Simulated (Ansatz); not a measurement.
`B[BH][GeH3]` + NH₃ → `N[BH][GeH3]` + BH₃ at 400 K and 1 bar (cleavage of the B–B bond).

Program: Ansatz. Geometries: PBE0-D4/def2-TZVP. ΔE: electronic, gas phase. CCSD(T)/CBS is the MP2 limit (def2-TZVPP, def2-QZVPP) plus CCSD(T) − MP2 in def2-TZVPP, frozen cores. This one scheme is used for every species. For Ge outer-core shells are correlated without core-valence functions, which leaves a few kJ/mol of doubt a bond. Scalar relativity is left out up to krypton. Each species was taken in one conformer, which may not be the lowest.

```json
{"species": "`B[BH][GeH3]`", "CCSD(T)/CBS energy (Eh)": "-2129.23902", "H − E (kJ/mol)": "172.1", "S (J/(mol·K))": "357.2"}
{"species": "NH₃", "CCSD(T)/CBS energy (Eh)": "-56.50880", "H − E (kJ/mol)": "104.2", "S (J/(mol·K))": "203.1"}
{"species": "`N[BH][GeH3]`", "CCSD(T)/CBS energy (Eh)": "-2159.24602", "H − E (kJ/mol)": "193.0", "S (J/(mol·K))": "336.5"}
{"species": "BH₃", "CCSD(T)/CBS energy (Eh)": "-26.55200", "H − E (kJ/mol)": "82.6", "S (J/(mol·K))": "199.4"}
```

H − E and S are ideal-gas, rigid-rotor, harmonic terms from PBE0-D4/def2-TZVP, for one conformer and one mirror image of each species. 1 Eh = 2625.50 kJ/mol, R = 8.31446 J/(mol·K).

By hand: ΔE, ΔH, ΔS and ΔG.

ΔE = (-2159.24602) + (-26.55200) − (-2129.23902) − (-56.50880) = -0.05020 Eh = -131.8 kJ/mol. Δ(H − E) = 193.0 + 82.6 − 172.1 − 104.2 = -0.7, so ΔH = -132.5 kJ/mol. ΔS = 336.5 + 199.4 − 357.2 − 203.1 = -24.4 J/(mol·K). ΔG = -132.5 − 400 × (-24.4)/1000 = -122.7 kJ/mol.

By hand: the equilibrium constant, and the temperature at which ΔG would vanish if ΔH and ΔS stayed fixed.

log₁₀ K = −ΔG/(RT ln 10) = 16.0. ΔG = 0 at ΔH/ΔS = 5430 K, far beyond where these terms or the molecules hold.

ΔH outweighs TΔS. A doubt of 5 kJ/mol in ΔE shifts log₁₀ K by 0.7 here. Other conformers and mirror images would add mixing entropy, several J/(mol·K) or more a flexible species. These are equilibria of isolated gas molecules and say nothing of rates. Largest T1 diagnostic: 0.013 (customary marks: 0.02 for closed shells, 0.045 for open ones).
